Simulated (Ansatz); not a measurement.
Stretching the Mg1–H2 bond in HIMg (SMILES [MgH][I]) (multiplicity 1 held, fragments rigid). Energies count from the point at 1.682 Å.
Geometry at that point (charge 0, multiplicity 1):
```xyz
3

Mg     0.0000     0.0000    -2.0283
H      0.0000     0.0000    -3.7107
I      0.0000     0.0000     0.5292
```

Unrestricted levels (U-) break spin symmetry where that is lower. Active spaces are followed from a long bond inwards. Curves can end on different states.

Cores are frozen in the correlated methods. Filled d and f shells under p-block atoms count as core.

The values were computed with Ansatz (a quantum-chemistry and plane-wave program).  In def2 rows elements past Kr take small-core potentials, without spin–orbit coupling.

Give the energy at R = 5.384 Å at the level U-SCS-MP2/def2-SVPD.

281 kJ/mol

Estimate the energy at R = 5.384 Å that FIC-MRCISD+Q on CASSCF(2,2)/def2-SVPD returns for this input.

288 kJ/mol

What is the computed energy at R = 5.384 Å (U-MP2/def2-SVPD)?

268 kJ/mol

Doubts at one or more of the structures used: a spin-contaminated determinant (U-MP2/def2-SVPD, U-SCS-MP2/def2-SVPD).
